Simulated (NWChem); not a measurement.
Species: CH₆SiTe; SMILES C[Te][SiH3]

Computed with NWChem. Coordinates come from a PBE0/def2-SVP optimisation. def2 effective core potentials on Te; no spin-orbit coupling. Ions are spin-unrestricted doublets at the neutral geometry; other ion states weren't tried.

Order these by “ΔSCF minus −ε(HOMO) (eV)”, lowest first: Hartree-Fock/def2-SVP; CAM-B3LYP/def2-SVP; B3LYP/def2-SVP; PBE/def2-SVP.

Hartree-Fock/def2-SVP (-1.02), CAM-B3LYP/def2-SVP (0.95), B3LYP/def2-SVP (2.35), PBE/def2-SVP (3.03)
